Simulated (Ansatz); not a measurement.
NaLi-, multiplicity 2 (lowest of 2S+1 = 2, 4 at CCSD(T)/def2-TZVPP on PBE0 minima; our sources give no spin for the ground state, which may be another), most abundant isotopes (7.0160 and 22.9898 u). Constants from fifth-degree fits in 1/R to seven points on the lowest solution found; no spin–orbit coupling, no relativity up to Kr; ω_e x_e and α_e move by some per cent with the fit.

Correlated levels freeze the inner cores; with def2 sets outer-core shells near the valence are correlated too.

Programs: Ansatz (a program for electronic structure). 

```
level               r_e (Å)  ω_e (cm⁻¹)  ω_e x_e (cm⁻¹)  α_e (cm⁻¹)
------------------  -------  ----------  --------------  ----------
PBE/def2-TZVPP       3.3585       155.9            1.70     0.00429
CCSD(T)/def2-TZVPP   3.3752       163.7            1.44     0.00338
```

### Question
Derive the rotational constants, the centrifugal constant, the fundamental, the zero-point energy and the force constant.

### Answer

μ = 5.37551 u.
- PBE/def2-TZVPP: B_e = 16.8576/(μ r_e²) = 0.27802 cm⁻¹; B₀ = B_e − α_e/2 = 0.27588 cm⁻¹; D = 4B_e³/ω_e² = 3.54e-06 cm⁻¹; fundamental ω_e − 2ω_e x_e = 152 cm⁻¹; zero-point energy ω_e/2 − ω_e x_e/4 = 78 cm⁻¹; k = μ(2πcω_e)² = 7.70 N/m
- CCSD(T)/def2-TZVPP: B_e = 16.8576/(μ r_e²) = 0.27528 cm⁻¹; B₀ = B_e − α_e/2 = 0.27359 cm⁻¹; D = 4B_e³/ω_e² = 3.12e-06 cm⁻¹; fundamental ω_e − 2ω_e x_e = 161 cm⁻¹; zero-point energy ω_e/2 − ω_e x_e/4 = 81 cm⁻¹; k = μ(2πcω_e)² = 8.48 N/m

Doubts at one or more of the structures used: a spin-contaminated determinant (CCSD(T)/def2-TZVPP); T1 above 0.05 (CCSD(T)/def2-TZVPP).
